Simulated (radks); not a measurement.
Excited configurations of the cadmium ion Cd3+: one electron is placed in a higher orbital outside [Kr] 4d8. The ground configuration is [Kr] 4d9. Calculated with a radial shooting solver on a logarithmic mesh with Libxc functionals: scalar-relativistic Kohn-Sham, BLYP, spin-polarised, spherical densities, finite nucleus; open shells are filled with parallel spins first (spin-orbit coupling, left out, can overturn this in heavy ions); Fermi nuclear charge, rms radius 4.6087 fm. Excitation = E - E(ground); binding = E(ion) - E, where the ion is the core of charge +4; n* = 4/sqrt(2 binding) in atomic units, and the quantum defect is n - n*.

| outer orbital | excitation (eV) | binding (eV) | n* | quantum defect | eigenvalue (eV) | <r> (bohr) |
|---|---|---|---|---|---|---|
| 4f | 37.857 | 15.409 | 3.759 | 0.241 | -12.442 | 3.523 |
| 5s | 13.373 | 39.892 | 2.336 | 2.664 | -35.060 | 2.207 |
| 5d | 33.102 | 20.163 | 3.286 | 1.714 | -17.287 | 3.462 |
| 5f | 42.768 | 10.498 | 4.554 | 0.446 | -8.955 | 6.251 |
| 6p | 36.880 | 16.386 | 3.645 | 2.355 | -14.568 | 4.932 |
| 6f | 45.892 | 7.373 | 5.434 | 0.566 | -6.452 | 9.732 |
| 7d | 45.163 | 8.103 | 5.183 | 1.817 | -7.194 | 9.691 |
| 7f | 47.827 | 5.439 | 6.327 | 0.673 | -4.812 | 13.87 |

The Delta-SCF ionisation energy is 53.266 eV (NIST Atomic Spectra Database: 51 eV, theoretical). Self-interaction in the functional shifts the binding energies and quantum defects, so they are the method's values and not measured ones. Open shells are spherical and high-spin; term and fine-structure splittings are not resolved.
